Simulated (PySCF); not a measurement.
Structure problem from calculated spectra and properties.

Formula: C7H9F5.

| Property | Result |
| --- | --- |
| 1H NMR | chemical shifts (computed TMS as zero) by class: 5.96 (1 H), 5.61 (1 H), 5.60 (1 H), 4.79 (1 H), 2.46 (1 H), 2.46 (1 H), 1.82 (3 H) ppm [GIAO PBE0/pcSseg-1] |
| Dipole | 1.74 D [PBE0/pcSseg-1] |
| NMR, other nuclei | isotropic shieldings of nuclei other than C and H, by class: 268 (3 F), 400 (1 F), 431 (1 F) ppm [GIAO PBE0/pcSseg-1] |
| Rotational structure | rotational constants A, B, C: 1.743, 0.380, 0.348 GHz [GFN2-xTB] |
| 13C NMR | chemical shifts (computed TMS as zero) by class: 140.5 (1 C), 136.3 (1 C), 131.9 (1 C), 99.1 (1 C), 85.1 (1 C), 42.1 (1 C), 21.7 (1 C) ppm [GIAO PBE0/pcSseg-1] |

Gas-phase values; electronic properties from PySCF, density fitting. Levels stand in brackets. The structure is a single GFN2-xTB conformer in the gas phase; no vibrational or solvent corrections. NMR values are class means; diastereotopic atoms form classes of their own.

Question: Give a SMILES that accounts for the data.

Answer: Numbering: `[CH3:1]/[C:2](=[CH:3]\[CH2:4][F:5])[CH2:6][C@@H:7]([F:8])[C:9]([F:10])([F:11])[F:12]`. Its formula, C7H9F5, gives 1 degree of unsaturation: 0 rings and 1 π bond in the structure found. 7 carbons fall into 7 classes; from least to most shielded: fully substituted alkene carbon [C2] (140.5 ppm), alkene CH carbon [C3] (136.3 ppm), CF3 carbon [C9] (131.9 ppm), sp3 C–F carbon [C7] (99.1 ppm), sp3 C–F carbon [C4] (85.1 ppm), allylic carbon [C6] (42.1 ppm), allylic carbon [C1] (21.7 ppm). Hydrogen classes from least to most shielded: 1 H on an alkene CH carbon, C3 (5.96 ppm), 1 H on an sp3 C–F carbon, C4 (5.61 ppm), 1 H on an sp3 C–F carbon, C4 (5.60 ppm), 1 H on an sp3 C–F carbon, C7 (4.79 ppm), 1 H on an allylic carbon, C6 (2.46 ppm), 1 H on an allylic carbon, C6 (2.46 ppm), 3 H on an allylic carbon, C1 (1.82 ppm, a mean of values up to 0.6 ppm apart in this geometry). The other shieldings belong to: 268 ppm, fluorine of a CF3 group [F10/F11/F12]; 400 ppm, alkyl fluorine [F8]; 431 ppm, alkyl fluorine [F5]. The optimised geometry has point group C1 and is an asymmetric top. Structure: `C/C(=C\CF)C[C@@H](F)C(F)(F)F`. Computed isomers that give other values at the same levels: `FC(F)[C@@H]1CCC[C@H]1C(F)(F)F` (13C chemical shifts (computed TMS as zero) by class: 137.8 (1 C), 122.0 (1 C), 48.4 (1 C), 46.2 (1 C), 31.8 (1 C), 30.7 (1 C), 29.9 (1 C) ppm). The assignments are read from this structure; whether some other isomer fits the data as well wasn't checked. The mirror image fits equally.

Conformer computed: `[CH3:1]/[C:2](=[CH:3]\[CH2:4][F:5])[CH2:6][C@@H:7]([F:8])[C:9]([F:10])([F:11])[F:12]`: C2–C3–C4–F5 -177°, C1–C2–C6–C7 -85°, C2–C6–C7–F8 67°, C6–C7–C9–F10 65°.
